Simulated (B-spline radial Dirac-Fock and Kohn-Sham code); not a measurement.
How the binding energies of Er⁶⁺ add up

System: the Er⁶⁺ ion, configuration [Kr] 4d10 4f10 5s2 5p4; nuclear rms radius 5.2516 fm (A = 166).

The run's input, task.json:

```json
{"items": [{
  "Z": 68,
  "q": 6,
  "cfg": [[1, 0, 2], [2, 0, 2], [2, 1, 6], [3, 0, 2], [3, 1, 6], [3, 2, 10], [4, 0, 2], [4, 1, 6], [4, 2, 10], [4, 3, 10], [5, 0, 2], [5, 1, 4]],
  "A": 166,
  "rrms": 5.2516,
  "do": ["binding"]
}]}
```

Run with: `python xray_run.py task.json out`

Calculated with a B-spline atomic structure program, using multi-electron Dirac-Fock with separately optimised hole states, Breit and Lamb-shift corrections added in first order. Electron correlation is not included. Energies are counted from the vacuum level. Subshells whose hole state is unreliable or did not converge are left out.

All terms are in eV, carry their sign (relaxation lowers the binding energy) and add up to the binding energy; ⟨r⟩ is the mean radius of the orbital in the initial state.

```
subshell  −ε (Koopmans)  relaxation    Gaunt  retardation  self-energy  vacuum polarisation  binding energy  ⟨r⟩ (bohr)
      1s        57923.8      -79.02  -190.20        16.87      -109.08                18.92         57581.3       0.020
      2s         9933.5      -45.07   -20.01         1.37       -15.07                 2.44          9857.2       0.086
   2p1/2         9443.2      -49.26   -34.72         3.80         0.25                 0.05          9363.4       0.072
   2p3/2         8524.2      -46.81   -24.28         4.95        -0.94                -0.10          8457.0       0.079
      3s         2353.4      -23.45    -3.44         0.19        -3.38                 0.53          2323.8       0.224
   3p1/2         2138.5      -24.29    -6.21         0.61         0.00                 0.01          2108.6       0.214
   3p3/2         1942.0      -23.11    -4.10         0.89        -0.22                -0.03          1915.5       0.228
   3d3/2         1579.8      -25.41    -2.52         0.21         0.26                -0.03          1552.3       0.201
   3d5/2         1537.4      -24.96    -1.64         0.22         0.14                -0.03          1511.1       0.205
      4s          565.3       -8.18    -0.70         0.04        -0.79                 0.12           555.8       0.507
   4p1/2          477.6       -7.92    -1.26         0.13         0.01                 0.00           468.6       0.517
   4d3/2          287.8       -6.70    -0.33         0.03         0.06                -0.01           280.8       0.574
   4d5/2          279.4       -6.45    -0.15         0.03         0.04                -0.01           272.9       0.584
      4f          105.0       -4.97     0.14        -0.02         0.03                 0.00           100.1       0.700
      5s          141.9       -0.84    -0.12         0.01        -0.14                 0.02           140.9       1.190
      5p          110.4       -0.63    -0.14         0.03         0.00                 0.00           109.7       1.356
```

For the deepest level, K (1s), the Breit terms make up -0.301 % of the binding energy, QED -0.157 % and orbital relaxation -0.137 %.

Spin-orbit splittings: 2p 906.4 eV, 3p 193.2 eV, 3d 41.20 eV, 4d 7.92 eV.

Going to the tabulated ground configuration of the next ion removes an electron from O2,3 (5p), computed at 109.7 eV. NIST lists 114 ± 6 eV as the ionisation energy of this species (theoretical), +4.34 eV from the computed value, within the stated uncertainty.
